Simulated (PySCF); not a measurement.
An element was calculated at PBE0 (PySCF 2.14, spin-free X2C, a quadruple-zeta basis, no spin-orbit coupling), in the ground configurations that NIST lists.

* first ionisation energy: 7.768 eV
* second ionisation energy: 18.176 eV
* third ionisation energy: 35.328 eV

Problem. Which element is it?

Solution. Nickel (Ni, Z = 28), in x2c-QZVPPall. NIST lists 7.640, 18.169, 35.187 ± 0.019 eV for these ionisation energies.
